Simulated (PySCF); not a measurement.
Geometry (Å), atoms numbered from 1 in this order:
```xyz
20

C     3.2083   -0.7552    0.2578
N     2.3651    0.4167    0.2539
Si    0.9181    0.4751   -0.6530
O     0.2704    1.9364   -0.3575
Si   -1.2170    2.3011    0.1690
O    -2.0182    0.9396    0.5410
Si   -1.5219   -0.6119    0.5828
C    -2.7467   -1.6747   -0.3831
O    -0.0576   -0.7092   -0.1215
H     2.5685   -1.6334    0.2573
H     3.8600   -0.8029   -0.6211
H     3.8299   -0.7676    1.1542
H     2.9006    1.2695    0.3107
H     0.9513    0.3157   -2.1046
H    -1.0419    3.0640    1.3940
H    -1.9387    2.8991   -0.9434
H    -1.3294   -0.9556    1.9880
H    -2.4389   -2.7147   -0.3738
H    -3.7321   -1.6197    0.0663
H    -2.8349   -1.3617   -1.4201
```

- GIAO PBE0/pcSseg-1 shieldings
- structure optimised with GFN2-xTB
- run in PySCF 2.14.0 with density-fitted response routines
- no solvent, non-relativistic, equivalent nuclei averaged, one conformer

δ = σ(ref) − σ, references computed at the same level: TMS for 13C (186.93 ppm), 1H (31.72 ppm), 29Si (349.16 ppm); 15N (267.73 ppm) vs NH3; 17O (336.08 ppm) against H2O.

```tsv
atoms	nucleus	count	Hirshfeld charge	δ (ppm)
H14	1H	1	-0.09	?
Si3	29Si	1	0.48	-55.2
O9	17O	1	-0.31	107.1
H15	1H	1	-0.08	5.12
C8	13C	1	-0.22	2.7
O4	17O	1	-0.31	94.0
N2	15N	1	-0.25	40.8
H10/H11/H12	1H	3	0.04	?
C1	13C	1	-0.07	28.1
O6	17O	1	-0.31	?
Si5	29Si	1	0.46	-39.3
H17	1H	1	-0.09	5.31
H13	1H	1	0.12	?
H18/H19/H20	1H	3	0.05	?
Si7	29Si	1	0.48	-24.9
H16	1H	1	-0.08	5.13
```

Problem. Complete the table.

Solution. 
- H14: 5.00 ppm, hydrogen on a silicon bonded to N, 2 O, in a 6-membered ring
- H10/H11/H12: 2.82 ppm, hydrogen on a methyl carbon bonded to N; its carbon carries N, which withdraws density
- H13: 0.78 ppm, hydrogen on a nitrogen bonded to C, Si; exchangeable; this is the value without hydrogen bonding to other molecules
- H18/H19/H20: 0.27 ppm, hydrogen on a methyl carbon bonded to Si; an electropositive neighbour shields it, as in TMS itself
- O6: 95.7 ppm, oxygen bonded to 2 Si, in a 6-membered ring

OH/NH shifts are gas-phase values; hydrogen bonding in solution moves them, usually downfield. Shifts are as computed. Against solution values, carbons near 30 ppm lie about +3 ppm off and those near 130 ppm about +5 ppm. Of 1211 compounds with measured shifts, 218 miss one by over three times the rms of a fit or turn the order of signals round; such compounds aren't used in these exercises. Experimental scales use liquid or dissolved standards, which lie at an offset from isolated NH3 (liquid NH3: subtract about 20 ppm) and H2O (liquid H2O: subtract about 36 ppm).
